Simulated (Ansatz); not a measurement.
One change: `BCC[SiH2]Cl` becomes `ClC[SiH2]Cl`.

Ansatz, PBE0-D4/def2-TZVP geometries, multiplicity 1. Each molecule was computed in one conformer, which needn't be the lowest.

```json
{"property": "HOMO energy (B3LYP/def2-TZVPP) / eV", "`BCC[SiH2]Cl`": "-8.07"}
{"property": "size of the dipole moment (ωB97M-V/def2-TZVPP) / D", "`BCC[SiH2]Cl`": "1.48"}
{"property": "HOMO–LUMO gap (B3LYP/def2-TZVPP) / eV", "`BCC[SiH2]Cl`": "6.39"}
{"property": "size of the dipole moment (PBE/def2-TZVPP) / D", "`BCC[SiH2]Cl`": "1.38"}
{"property": "HOMO–LUMO gap (PBE/def2-TZVPP) / eV", "`BCC[SiH2]Cl`": "4.52"}
{"property": "size of the dipole moment (B3LYP/def2-TZVPP) / D", "`BCC[SiH2]Cl`": "1.49"}
```

Task: Give the same properties after the change, and the shifts. (Best estimate.)

Result: The calculation gave: 
```json
{"property": "HOMO energy (B3LYP/def2-TZVPP) / eV", "`ClC[SiH2]Cl`": "-8.13", "shift": "-0.06"}
{"property": "size of the dipole moment (ωB97M-V/def2-TZVPP) / D", "`ClC[SiH2]Cl`": "0.56", "shift": "-0.92"}
{"property": "HOMO–LUMO gap (B3LYP/def2-TZVPP) / eV", "`ClC[SiH2]Cl`": "7.79", "shift": "1.40"}
{"property": "size of the dipole moment (PBE/def2-TZVPP) / D", "`ClC[SiH2]Cl`": "0.59", "shift": "-0.79"}
{"property": "HOMO–LUMO gap (PBE/def2-TZVPP) / eV", "`ClC[SiH2]Cl`": "5.90", "shift": "1.38"}
{"property": "size of the dipole moment (B3LYP/def2-TZVPP) / D", "`ClC[SiH2]Cl`": "0.55", "shift": "-0.94"}
```

With PBE0 the HOMO falls by 0.10 eV and the LUMO rises by 1.32 eV, so the gap widens by about 1.42 eV. PBE moves the HOMO by -0.03 eV and ωB97M-V by -0.11 eV. The zero-point energy changes by -122.4 kJ/mol with -15 modes. Dipoles are sizes alone; their direction can turn.

B3LYP here is the variant with VWN-RPA as its local correlation; programs differ in this.
